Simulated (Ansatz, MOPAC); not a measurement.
System: methyl(methylsilyloxy)silane, C$_{2}$H$_{10}$OSi$_{2}$, charge 0, multiplicity 1. SMILES: C[SiH2]O[SiH2]C

Atoms: C1, Si2, O3, Si4, C5, H6, H7, H8, H9, H10, H11, H12, H13, H14, H15. Bonds: C1-Si2, C1-H6, C1-H7, C1-H8, Si2-O3, Si2-H9, Si2-H10, O3-Si4, Si4-C5, Si4-H11, Si4-H12, C5-H13, C5-H14, C5-H15.

Bond lengths (Å) and angles (degrees) optimised at AM1 with MOPAC; PM6 with MOPAC; MP2/6-31G* with Ansatz (an electronic-structure program), each started from the B3LYP-D3(BJ)/def2-TZVP structure (Ansatz) of the last column. A row stands for all coordinates that are equal there; 8 of 15 kinds are shown. 6-31G* holds six Cartesian d functions. No wavenumbers were computed at MP2/6-31G*, so these may be saddle points.

```csv
coordinate,AM1,PM6,MP2/6-31G*,B3LYP-D3(BJ)/def2-TZVP
C1-Si2,1.799,1.846,1.869,1.862
C1-H6,1.116,1.101,1.093,1.092
C1-H7,1.116,1.106,1.095,1.093
Si2-O3,1.727,1.657,1.665,1.640
Si2-H9,1.457,1.457,1.489,1.485
C1-Si2-O3,111.7,112.5,108.6,109.0
Si2-O3-Si4,155.4,176.1,141.9,147.2
Si2-C1-H6,111.7 to 112.1,112.8,111.0,110.9
```

A range marks coordinates that this level makes unequal.

Mean signed difference of all 14 bond lengths from B3LYP-D3(BJ)/def2-TZVP: AM1 0.006 Å, PM6 -0.003 Å, MP2/6-31G* 0.006 Å.
